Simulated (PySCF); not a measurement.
A structure optimised at PBE-D3(BJ)/def2-SVP, used in a PySCF frequency run:

```
Si
F 1 1.6204
F 1 1.6219 2 107.14
Cl 1 2.0511 2 109.53 3 -115.29
Se 1 2.2577 2 106.46 3 120.91
H 5 1.4861 1 90.57 2 173.66
```

Problem. Write its SMILES and formula.

Solution. F[Si](F)(Cl)[SeH], ClF2HSeSi

Problem. What are its rotational constants (standard atomic weights)?

Solution. 2.6685, 1.1638, 1.0269 GHz
